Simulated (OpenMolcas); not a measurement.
# AlSi2H5O (SMILES [SiH3][Al]1[O][SiH2]1): the vertical energy of the triplet above the singlet, rung by rung

The species is AlSi2H5O (9 atoms), meant as a singlet with charge 0. SMILES: `[SiH3][Al]1[O][SiH2]1`. The shape is that of a PBE0-D4/def2-TZVP optimisation.

```csv
atom,x (Å),y (Å),z (Å)
Si,-0.6529,1.7171,-1.3347
Al,-0.1249,-0.1489,0.1628
O,1.3927,-0.9653,0.4343
Si,0.4786,-1.8777,1.5209
H,-1.7638,1.3267,-2.2449
H,-1.1001,2.8864,-0.5293
H,0.5265,2.1128,-2.1502
H,0.4033,-3.3276,1.1870
H,0.9290,-1.7700,2.9369
```

Each level gives the vertical energy of the triplet above the singlet (eV). The values are calculated.

```json
{"level": "HF/6-31G* (spherical functions)", "kind": "Hartree–Fock", "program": "OpenMolcas", "value (eV)": "2.53", "less CCSD(T)/6-31G*": "-0.30", "CPU time (all runs)": "25 s"}
{"level": "SVWN5/6-31G* (spherical functions)", "kind": "LDA", "program": "OpenMolcas", "value (eV)": "2.70", "less CCSD(T)/6-31G*": "-0.13", "CPU time (all runs)": "92 s"}
{"level": "revPBE/6-31G* (spherical functions)", "kind": "GGA", "program": "OpenMolcas", "value (eV)": "2.58", "less CCSD(T)/6-31G*": "-0.25", "CPU time (all runs)": "97 s"}
{"level": "TPSS/6-31G* (spherical functions)", "kind": "meta-GGA", "program": "OpenMolcas", "value (eV)": "2.63", "less CCSD(T)/6-31G*": "-0.20", "CPU time (all runs)": "2.5 min"}
{"level": "BHLYP/6-31G* (spherical functions)", "kind": "global hybrid", "program": "OpenMolcas", "value (eV)": "2.87", "less CCSD(T)/6-31G*": "+0.04", "CPU time (all runs)": "100 s"}
{"level": "M06-2X/6-31G* (spherical functions)", "kind": "hybrid meta-GGA", "program": "OpenMolcas", "value (eV)": "2.74", "less CCSD(T)/6-31G*": "-0.09", "CPU time (all runs)": "2.1 min"}
{"level": "PBE0/6-31G* (spherical functions)", "kind": "global hybrid", "program": "OpenMolcas", "value (eV)": "2.68", "less CCSD(T)/6-31G*": "-0.15", "CPU time (all runs)": "93 s"}
{"level": "CCSD(T)/6-31G* (spherical functions), open shells restricted", "kind": "coupled cluster or CI", "program": "OpenMolcas", "value (eV)": "2.83", "less CCSD(T)/6-31G*": "0.00", "CPU time (all runs)": "83 s"}
```

Differences are taken from CCSD(T)/6-31G* (spherical functions), open shells restricted for orientation; it has basis-set and higher-order errors of its own. The values span 2.53 to 2.87 eV. CPU times are rough (shared hosts, several kinds of processor): they show what a rung costs within a factor of a few.
